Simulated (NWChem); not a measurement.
System: C₂H₄F₂OSi; SMILES C=C(F)[Si@@H](O)F

```xyz
10

C     -1.2895    -1.6200    -0.4149
C     -0.1518    -1.0701     0.0074
F      0.9427    -1.8606     0.2160
Si     0.1504     0.7429     0.3751
O      1.3769     1.3634    -0.5334
F     -1.2591     1.4569     0.0436
H     -1.3754    -2.6872    -0.6008
H     -2.1603    -0.9945    -0.5765
H      0.5190     1.0056     1.7769
H      1.3910     1.1427    -1.4755
```
Atoms are numbered in this order, from 1.

Results from NWChem. Pople sets run with spherical d functions. Coordinates come from a B3LYP/6-31G* (spherical d) optimisation.

Predict the results for B3LYP/6-31G*. Quantities: highest occupied level (eV); orbital gap (eV); dipole (D).


```json
{
 "highest occupied level (eV)": "-7.44",
 "orbital gap (eV)": "6.89",
 "dipole (D)": "1.60"
}
```
